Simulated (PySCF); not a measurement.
# Ionisation energy of Fe¹⁵⁺ by level of theory

Fe¹⁵⁺ [Ne] 3s1 (2S) → Fe¹⁶⁺ [Ne] (1S), as a difference of total energies. All numbers are calculated (PySCF 2.14, the spin-free X2C one-electron Hamiltonian (Gaussian nucleus), in an even-tempered Gaussian basis (18 s from 1.1 bohr⁻², ratio 2.5; 11 p from 1.4 bohr⁻², ratio 2.5; 5 d from 5.7 bohr⁻², ratio 2.7; 4 f from 8.5 bohr⁻², ratio 2.7)). Correlated levels: outer shells: 1s2 frozen; virtual orbitals above 40 to 60 times the deepest correlated orbital energy dropped. The calculations carry no spin-orbit coupling.

```
                method  ionisation energy (eV)  difference from reference (eV)
                   UHF                  488.71                           -0.60
                   LDA                  490.46                           +1.15
                   PBE                  491.16                           +1.85
                  PBE0                  490.64                           +1.33
                r2SCAN                  488.86                           -0.45
                 B3LYP                  491.42                           +2.11
                 B97-3                  489.98                           +0.67
    MP2 (outer shells)                  489.30                           -0.01
SCS-MP2 (outer shells)                  489.19                           -0.12
```

Reference: 489.31 eV (semi-empirical (NIST evaluation); NIST Atomic Spectra Database, ionization energies).
